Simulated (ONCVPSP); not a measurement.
**Potentials for V (Z = 23) compared**

Generated with ld1.x 7.5 (TM, RRKJ, ultrasoft, PAW), atompaw 4.2 or ONCVPSP 4.0.1. The cutoff is in Ry: for ld1.x and atompaw files where the sum of valence levels is converged to 10 mRy in a Bessel basis, for ONCV files where the hardest occupied wave has 1 mHa per electron of residual kinetic energy. The error is the largest all-electron minus pseudo excitation energy over each file’s own four to seven test configurations (ionisations up to +4, promotions, holes and added fractions of an electron), all of which were solved. The labels leave out finer settings (local radius, basis sizes, second energies), which also bear on the numbers. Spin-polarised tests are not counted. The rows are a selection from randomly drawn settings: files with unsolved tests, undetermined cutoffs or missed reference levels are left out.

A true bound ghost makes a file unfit for plane-wave use even where its test errors are small: the radial tests pick states by their node count and pass the ghost by.

```csv
potential,cutoff (Ry),largest error (meV),bound ghosts
"ONCV, PBE, scalar-relativistic, rc 1.75/1.45/1.35 (spd), local smoothed, core correction yes, reference 3s2 3p6 3d3 4s1 4p1, qcut 6.6/11.7/10.1, projectors 2/2/2",82,-1.0,none
"ONCV, PBE, scalar-relativistic, rc 1.60/2.05/2.25 (spd), local smoothed, core correction yes, reference 3s2 3p6 3d3 4s1 4p1, qcut 7.8/6/8.5, projectors 3/2/2",49,-2.3,none
"ONCV, LDA (Perdew-Zunger), fully relativistic, rc 1.65/2.10/1.05 (spd), local smoothed, core correction yes, reference 3s2 3p6 3d3 4s1.75 4p0.25, qcut 8.4/6.3/10, projectors 2/2/2",244,-171,none
"ONCV, LDA (Perdew-Wang 92), scalar-relativistic, rc 2.40/1.50/2.10 (spd), local smoothed, core correction no, reference 3p6 3d3 4s2, qcut 2.6/7.7/5.9, projectors 2/2/2",44,+302,none
"ONCV, PW91, non-relativistic, rc 1.30/1.20/1.60/1.55 (spdf), local smoothed, core correction no, reference 3s2 3p6 3d3 4s2, qcut 11.7/11.5/10.9/6.8, projectors 3/2/3/2",80,+26,none
"ONCV, PBEsol, scalar-relativistic, rc 2.15/3.25/2.15 (spd), local smoothed, core correction no, reference 3d3 4s1.5 4p0.5, qcut 3.7/2.2/8.2, projectors 2/2/2",47,+64,s
"ONCV, LDA (Perdew-Wang 92), scalar-relativistic, rc 1.55/1.40/1.25 (spd), local d, core correction yes, reference 3s2 3p6 3d3 4s1.75 4p0.25, qcut 5.9/12.3/13.4, projectors 2/2/0",117,+4.7,none
```

Task: Fill in the row for V: ONCV, PBE, scalar-relativistic, rc 1.50/1.60/2.30 (spd), local smoothed, core correction yes, reference 3s2 3p6 3d3 4s2, qcut 8.2/10/6.4, projectors 2/2/2.

Result: cutoff 48 Ry, largest error +182 meV, bound ghosts: none.

Task: Fill in the row for V: ONCV, BLYP, scalar-relativistic, rc 1.15/1.25/1.35 (spd), local smoothed, core correction no, reference 3s2 3p6 3d3, qcut 10.7/8.5/10.5, projectors 2/2/3.

Result: cutoff 86 Ry, largest error +28 meV, bound ghosts: none.
